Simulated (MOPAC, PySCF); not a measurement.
H4OSi, SMILES `O[SiH3]`, neutral singlet in the gas phase. 

Cartesian coordinates (Å):
SMILES: [SiH3]O
```xyz
6

O      1.2389    -0.2768    -0.1293
Si    -0.3934    -0.0372    -0.0293
H      1.8203     0.3109     0.3587
H     -1.0055    -1.0812    -0.8740
H     -0.8808    -0.1662     1.3666
H     -0.7805     1.3066    -0.5263
```
Charge 0, multiplicity 1.

All levels are single points at this geometry (B3LYP-D3(BJ)/def2-TZVP); Pople sets use spherical d functions. Orbital energies aren't observables, and empty levels follow the basis.

PM3 in MOPAC gives gap (eV) = 11.08.

### Question
Estimate the gap (eV) from each of these levels: B3LYP-D3(BJ)/def2-TZVP in PySCF; M06-2X/def2-TZVP in PySCF; PBE-D3(BJ)/def2-TZVP in PySCF; B3LYP/3-21G in PySCF; B3LYP/6-31G* in PySCF; BP86/6-31G* in PySCF; M06-2X/6-31G* in PySCF; PBE/6-31G* in PySCF; SVWN5/6-31G* in PySCF; HF/3-21G in PySCF; PM6 in MOPAC; PM7 in MOPAC.

### Answer

```
level                            gap (eV)
-------------------------------  --------
B3LYP-D3(BJ)/def2-TZVP in PySCF      8.27
M06-2X/def2-TZVP in PySCF           10.96
PBE-D3(BJ)/def2-TZVP in PySCF        6.37
B3LYP/3-21G in PySCF                 8.49
B3LYP/6-31G* in PySCF                8.48
BP86/6-31G* in PySCF                 6.64
M06-2X/6-31G* in PySCF              11.29
PBE/6-31G* in PySCF                  6.49
SVWN5/6-31G* in PySCF                6.35
HF/3-21G in PySCF                   16.40
PM6 in MOPAC                        11.07
PM7 in MOPAC                        12.76
```
